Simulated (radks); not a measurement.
The numbers below are computed, except where a source is named.
Spherical quantum dot in the effective-mass picture: electrons in a well V = -V0 / (1 + exp((r - R)/a)) with V0 = 6.06, R = 6.56, a = 0.21, all in effective atomic units (hartree* = m*/eps^2 hartree, bohr* = eps/m* bohr), one dielectric constant everywhere. Level of theory: non-relativistic Kohn-Sham, LDA (Slater exchange, Perdew-Wang correlation), spin-polarised, spherical densities (a radial shooting solver with Libxc functionals). Levels are named by radial order and angular momentum (1s, 1p, 1d, 2s, ...), and open shells are averaged over m.

N = 28, configuration 1s2 1p6 1d10 1f(up 7, down 3). This is the lowest configuration that the search found. Occupied and some empty levels:

level    occupation  eigenvalue (hartree*)  <r> (bohr*)
1s up             1               -0.86566        4.909
1s down           1               -0.84557        4.896
1p up             3               -0.81938        4.976
1p down           3               -0.79890        4.968
1d up             5               -0.73208        5.056
1d down           5               -0.71120        5.052
1f up             7               -0.60747        5.136
1f down           3               -0.58629        5.134
1g up             0               -0.44827        5.212
1g down           0               -0.42689        5.211
2s up             0               -0.33122        3.070
2s down           0               -0.32483        3.054
2p up             0               -0.16884        3.587
2p down           0               -0.15987        3.575

Energy (hartree*): total -89.7416, kinetic 11.178, external -165.47, Hartree 72.307, exchange-correlation -7.7588.

Electron density:

r (bohr*)  n(r) (e/bohr*^3)
0.461             0.0001667
0.975             0.0002861
1.49              0.0006058
2.00               0.001392
2.52               0.003197
3.03               0.006997
3.54                0.01409
4.06                0.02529
4.57                0.03848
5.09                0.04544
5.60                0.03535
6.11                0.01316
6.63               0.001519
7.14             0.00007342
7.66              3.050e-06
8.17              1.367e-07
8.68              6.598e-09
